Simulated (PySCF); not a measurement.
Correlation energy of O²⁺ (oxygen, charge +2)

[He] 2s2 2p1 3s1, high-spin 3P determinant (an excited configuration). All numbers are calculated (PySCF 2.14, no relativity, point nucleus, in aug-cc-pwCVTZ). Frozen: 1s2; 4 electrons correlated.

| level | correlation energy (mhartree) |
| --- | --- |
| CCSD | -106.05 |
| (T) | -2.24 |
| CCSD(T) | -108.29 |

Diagnostics: T1 = 0.0086, D1 = 0.0210, largest double amplitude 0.127.

The outer electron is Rydberg-like, and this basis confines it to a smaller radius and binds it less than a complete one would.

Cost of the coupled-cluster step: roughly 9 core-seconds, for 4 correlated electrons.
